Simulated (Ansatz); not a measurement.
Ansatz results at the PBE0-D4/def2-TZVP geometry: HOMO energy (PBE/def2-TZVPP) -5.81 eV; LUMO energy (PBE/def2-TZVPP) -3.06 eV; HOMO energy (B3LYP/def2-TZVPP) -6.79 eV.

Which molecule gave them?
A. `CB[CH2][AlH2]`
B. `CO/C(C)=C\F`
C. `[BH2][Al]([CH3])[CH3]`
D. `C1O[SiH2][AsH]1`

C. The others give `CB[CH2][AlH2]`: -6.88, -2.59, -7.85; `CO/C(C)=C\F`: -5.06, 0.15, -6.14; `C1O[SiH2][AsH]1`: -6.12, -1.38, -7.05.

B3LYP here is the variant with VWN-RPA as its local correlation; programs differ in this.
